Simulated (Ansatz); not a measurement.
C$_{2}$H$_{8}$ClGeNO, SMILES `C[O][Ge]([CH3])([NH2])[Cl]`, relaxed with RKS PBE0-D4/def2-TZVP in the Gaussian-basis code of Ansatz from a GFN2-xTB geometry. The force threshold is 0.005 eV/Å; the program also tests the step.

Charge 0, multiplicity 1.

Start:

```xyz
14

C     0.632    0.519   -2.125
O     0.750   -0.324   -1.002
Ge   -0.392   -0.461    0.369
C    -0.426    1.165    1.513
N     0.103   -1.945    1.294
Cl   -2.297   -0.862   -0.462
H     0.833    1.560   -1.861
H     1.375    0.185   -2.851
H    -0.361    0.454   -2.575
H    -0.940    0.940    2.441
H     0.587    1.486    1.735
H    -0.950    1.971    1.009
H     0.088   -2.804    0.759
H     0.999   -1.883    1.756
```

**Question.** How much energy does the relaxation release, and in how many steps? (Best estimate.)

**Answer.** The calculation gave: 8.26 kJ/mol, in 11 steps.

**Question.** Which bonds change most? (Best estimate.)

**Answer.** Computed: Ge3–C4 from 1.988 to 1.931 Å; Ge3–Cl6 from 2.116 to 2.161 Å; O2–Ge3 from 1.789 to 1.773 Å; C4–H11 from 1.085 to 1.091 Å.

**Question.** Give the relaxed structure. (Best estimate.)

**Answer.** Ansatz gave: 
```xyz
14

C     0.569    0.562   -2.032
O     0.790   -0.387   -1.016
Ge   -0.316   -0.502    0.365
C    -0.365    1.141    1.380
N     0.124   -1.947    1.371
Cl   -2.276   -0.911   -0.446
H     0.609    1.592   -1.654
H     1.359    0.446   -2.778
H    -0.397    0.412   -2.527
H    -1.083    1.039    2.193
H     0.623    1.349    1.794
H    -0.666    1.969    0.739
H    -0.050   -2.827    0.906
H     1.079   -1.938    1.707
```
